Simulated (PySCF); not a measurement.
Ga(F)(Br)(OH) (BrFGaHO), SMILES [Br][Ga]([OH])[F].

Geometry optimised at PBE0-D3(BJ)/def2-SVP. The structure was generated by enumeration; whether it is a known compound was not checked. Other conformers were not sampled.

Level of theory: PBE/def2-TZVPD run with PySCF.

The molecule is in vacuum.

```yaml
total_energy: -4674.04395 hartree
point_group: Cs
highest_occupied_level: -7.76 eV
lowest_empty_level: -2.83 eV
orbital_gap: 4.93 eV
dipole_moment: 0.190 e·Å
quadrupole, principal values (traceless, Buckingham form, about the centre of nuclear charge): -10.54, 3.50, 7.04 D·Å
mean_static_polarisability: 54.8 bohr³ (8.12 Å³)
polarisability_principal_values: 43.2, 52.0, 69.2 bohr³
```
